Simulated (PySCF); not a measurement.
C2H7FSn, SMILES [SnH]([CH3])([F])[CH3], CAM-B3LYP/def2-SVP optimised geometry.

```
11

Sn    -0.29    -0.05     0.00
C      1.85    -0.05     0.00
C     -1.16    -1.38    -1.43
F     -0.79    -0.78     1.74
H     -0.98     1.51     0.00
H      2.23     0.46    -0.89
H      2.22     0.46     0.90
H      2.22    -1.09     0.00
H     -2.23    -1.51    -1.22
H     -1.06    -0.97    -2.45
H     -0.66    -2.35    -1.39
```

Density from CAM-B3LYP/def2-TZVP, def2 effective core potentials past Kr (PySCF 2.14.0) at that geometry. The core electrons that the potentials of Sn replace are not part of the density.

Minimum of the electron density along straight lines between bonded atoms, close to the bond critical point (lines longer than 1.1 times the sum of covalent radii, or with two minima, are not listed):

```tsv
bond	length / Å	ρ at the minimum / e bohr⁻³	∇²ρ there / e bohr⁻⁵	position (fraction from the first atom)
Sn1–C2	2.138	0.108	0.11	0.51
Sn1–C3	2.138	0.108	0.11	0.51
Sn1–F4	1.948	0.114	0.55	0.52
Sn1–H5	1.714	0.114	0.07	0.63
C2–H6	1.099	0.269	-0.89	0.64
C2–H7	1.098	0.271	-0.90	0.65
C2–H8	1.098	0.270	-0.90	0.64
C3–H9	1.098	0.271	-0.90	0.65
C3–H10	1.099	0.269	-0.89	0.64
C3–H11	1.098	0.270	-0.90	0.64
```
